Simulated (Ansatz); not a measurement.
`[OH][Al]([F])[SiH3]` + `C[SiH3]` → `[OH][Al]([F])[CH2][SiH3]` + SiH₄  (formal exchange of groups at the Al–Si bond)

Calculated with Ansatz (gas phase, PBE0-D4/def2-TZVP geometries, no zero-point term in ΔE). CBS: MP2 limit from def2 TZ/QZ plus the TZ coupled-cluster correction, frozen cores. This one scheme is used for every species. Functionals use def2-TZVPP. B3LYP here is the variant with VWN-RPA as its local correlation; programs differ in this. Each species was taken in one conformer, which may not be the lowest.

(1) Is it downhill or uphill in electronic energy at CCSD(T)/CBS, and by how much? (An estimate is asked.)

(2) What do these levels give: PBE-D4, r2SCAN-D4, PBE0-D4, B3LYP-D4, ωB97M-V, r2SCAN, PBE0, SCS-MP2/def2-TZVPP, CCSD/def2-TZVPP, SCS-MP2/def2-QZVPP, HF/CBS(def2), CCSD/CBS(def2)? (Estimate.)

Largest T1 diagnostic among the species: 0.013.

## Answers

(1) Ansatz gave: Downhill: ΔE = -7.1 kJ/mol.

(2) The calculation gave: PBE-D4 5.6, r2SCAN-D4 -4.5, PBE0-D4 2.1, B3LYP-D4 -4.4, ωB97M-V -11.7, r2SCAN -3.8, PBE0 4.1, SCS-MP2/def2-TZVPP -13.5, CCSD/def2-TZVPP -7.3, SCS-MP2/def2-QZVPP -13.3, HF/CBS(def2) -7.9, CCSD/CBS(def2) -6.7 kJ/mol.

From PBE to PBE0 (25 % exact exchange), in def2-TZVPP and without D4, ΔE moves by −3.7 kJ/mol. The D4 term adds −3.4 kJ/mol with B3LYP and −2.0 kJ/mol with PBE0; it sums over pairs of atoms, weighted by their polarisabilities, and B3LYP, whose exchange is more repulsive, gets the larger term.
